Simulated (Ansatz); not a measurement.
A made-up structure of BH3S2O, singlet:

B1  (-0.563, 0.963, 0.611)
O2  (-0.674, -0.312, 1.031)
S3  (-0.181, -1.683, 0.190)
S4  (1.493, -1.235, -0.798)
H5  (-0.019, 1.242, -0.418)
H6  (-1.042, 1.780, 1.340)
H7  (-0.102, 1.982, 0.876)
(Å)

It is relaxed with PBE-D4/def2-SVP and then PBE0-D4/def2-TZVP (Ansatz 0.2.0). Atoms count as bonded within 1.22 times the sum of their covalent radii (H–H: 0.88 Å). The end point is not checked to be a true minimum.

Question: Does its bonding change? (Judge from chemistry; the calculation decides.)

Answer: The calculation gives: No: no bond forms or breaks.

Where it ends: The first stage lowers the energy by 1.67 eV in 14 steps. It ends as BH₃S₂O ([BH3][O][S][S]):
```xyz
7
angstrom
B -0.5145 1.1689 0.6019
O -0.8284 -0.3262 0.8832
S -0.0039 -1.4941 0.3990
S 1.4860 -1.0124 -0.6055
H -0.4572 1.2698 -0.6164
H -1.3904 1.7796 1.1479
H 0.6207 1.3516 1.0209
```

Labels in which every atom is bracketed show which atoms are joined, not bond orders.

For scale, one of the runs: PBE0-D4/def2-TZVP relaxation, 154 basis functions, launched by `ansatz run in.yaml --threads 2 --pin off --events-out ev --progress --plain --max-ram 4352MiB`. The run took about 39 s on 2 CPU threads of an Arm Neoverse V1 (shared host).
